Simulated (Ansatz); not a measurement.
HfO₂, triplet, geometry from GFN2-xTB of the parent state (such geometries of metal compounds can be far from the true shape) (the multiplicity is a formal guess) (core potentials on Hf); SVWN5/def2-SVP run with Ansatz (a quantum-chemistry and plane-wave program).

Here is a job for Ansatz.
Ansatz 0.2 input:
```yaml
crystal:
  periodic: [false, false, false]
  atoms:
    - {symbol: Hf, position_ang: [0.07930449, -0.00091257, 0.09359019]}
    - {symbol: O, position_ang: [0.87529993, 0.28197236, -1.46253691]}
    - {symbol: O, position_ang: [-1.58904031, -0.27375928, 0.62022524]}
basis:
  gaussian:
    orbitals: def2-SVP
hamiltonian:
  xc: {name: SVWN5}
magnetization: {spin_polarized: false, initial_magnetization: 2}
```

It wrote (shortened):

```
Functional definition: SVWN5
600 factors; their error is unknown
mean field evaluation 1: about -5354.1106 eV, gradient 7.1e1 eV
mean field evaluation 2: about -5102.4978 eV, gradient 2.7e2 eV
mean field evaluation 4: about -5364.0274 eV, gradient 1.1e1 eV
mean field evaluation 8: about -5364.3250 eV, gradient 1.7e-1 eV
mean field evaluation 16: about -5364.2759 eV, gradient 1.8e-4 eV
mean field evaluation 32: about -5362.9158 eV, gradient 6.6e0 eV
mean field evaluation 64: about -5364.2759 eV, gradient 1.3e-5 eV
mean field -5364.27588882 eV, -197.1335028775 hartree, gradient 1.3e-5 eV, S^2 2.000000; 0 other end points of the search recorded, 0 dependent functions left out
reference -5364.27593101 eV, -197.1335044279 hartree; 15, 13 occupied and 45, 47 virtual orbitals, 600 factors
Total energy: -5364.27593101 eV, -197.1335044279 hartree
```
